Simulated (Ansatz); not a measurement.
The cluster In4Se6. The state is a singlet with charge 0. Geometry PBE-D4/def2-SVP.

```tsv
atom	x (Å)	y (Å)	z (Å)
In1	3.2022	-2.0572	0.1737
In2	0.6127	-0.0840	-0.9887
In3	-1.7314	-2.4398	0.7814
In4	1.1270	2.7621	0.7363
Se5	-2.8879	0.5540	-0.6538
Se6	-1.1643	1.6215	-1.8834
Se7	-2.3960	1.2099	1.5846
Se8	-0.2202	0.2684	1.7914
Se9	2.9661	0.7953	-0.4872
Se10	0.4917	-2.6300	-1.0542
```

In the def2 sets In takes a core potential; there is no spin–orbit coupling. The structure comes from a short search, and lower isomers may exist.

Problem. Estimate the orbital energies around the gap (eV) in Ansatz with PBE-D4/def2-SVP, r2SCAN-D4/def2-SVP, PBE0-D4/def2-SVP.

Solution. 
```
orbital  PBE-D4/def2-SVP  r2SCAN-D4/def2-SVP  PBE0-D4/def2-SVP
 HOMO−9            -7.11               -7.47             -8.24
 HOMO−8            -6.77               -7.11             -7.83
 HOMO−7            -6.55               -6.88             -7.56
 HOMO−6            -6.26               -6.59             -7.29
 HOMO−5            -6.00               -6.33             -7.07
 HOMO−4            -5.79               -6.11             -6.83
 HOMO−3            -5.65               -5.95             -6.61
 HOMO−2            -5.38               -5.68             -6.37
 HOMO−1            -5.26               -5.55             -6.16
   HOMO            -5.10               -5.36             -5.92
   LUMO            -3.11               -3.13             -2.43
 LUMO+1            -2.96               -2.99             -2.25
 LUMO+2            -2.60               -2.57             -1.94
 LUMO+3            -2.37               -2.28             -1.74
 LUMO+4            -2.24               -2.17             -1.55
 LUMO+5            -2.16               -2.06             -1.52
```
